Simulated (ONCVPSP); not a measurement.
# Configuration tests for Ta (ONCV)

ONCVPSP 4.0.1 input, shortened (lines: element, Z, core and valence counts, functional; n l f; lmax; l rc ep ncon nbas qcut; lloc lpopt rc5 dvloc0; l nproj debl; icmod fcfact rcfact), PBE, fully relativistic:

```
  Ta 73.00   10    4        4      upf
    1    0    2.00
    2    0    2.00
    2    1    6.00
    3    0    2.00
    3    1    6.00
    3    2   10.00
    4    0    2.00
    4    1    6.00
    4    2   10.00
    4    3   14.00
    5    0    2.00
    5    1    6.00
    5    2    3.00
    6    0    2.00
    2
    0    2.10    0.00    5    8    4.90
    1    1.75    0.00    4    7   10.00
    2    3.05    0.00    4    9    4.20
    4    5    1.65    4.00
    0    3    0.40
    1    2    1.30
    2    2    1.40
    3    4.25    1.70
```

Open shells are filled in proportion to 2j + 1.

In the p channel the program set the typed energies aside and used -1.357, 0.250 Ha (j = l + 1/2; the other j can differ).

Energies are relative to the spin-unpolarised reference configuration 5s2 5p6 5d3 6s2; without spin polarisation the order of configurations can differ from experiment.

| valence configuration | charge | ΔE all-electron (eV) | error AE − PS (meV) |
| --- | --- | --- | --- |
| 5s2 5p6 5d3 6s1 | +1 | 8.472 | -5.4 |
| 5s2 5p6 5d3 6s0 | +2 | 23.446 | -52 |
| 5s2 5p6 5d2 6s0 | +3 | 47.038 | -73 |

(1) What are ΔE and the potential's error for 5s2 5p6 5d4 6s0?

Levels in the configuration 5s2 5p6 5d2 6s0:

```json
{"level": "5s j=1/2", "all-electron (eV)": "-100.835", "pseudo (eV)": "-101.054"}
{"level": "5p j=3/2", "all-electron (eV)": "-64.594", "pseudo (eV)": "-64.688"}
{"level": "5p j=1/2", "all-electron (eV)": "-73.521", "pseudo (eV)": "-73.635"}
{"level": "5d j=5/2", "all-electron (eV)": "-28.777", "pseudo (eV)": "-28.739"}
{"level": "5d j=3/2", "all-electron (eV)": "-29.597", "pseudo (eV)": "-29.540"}
```

Note: ghosts flagged at negative energy: s at -2957.1 eV, p3/2 at -854.0 eV; GHOST(+) flagged for s at 494.1 eV. A true bound ghost makes a file unfit for plane-wave use.

Answers

(1) ΔE = 9.905 eV all-electron; the error (AE − PS) is +22 meV.
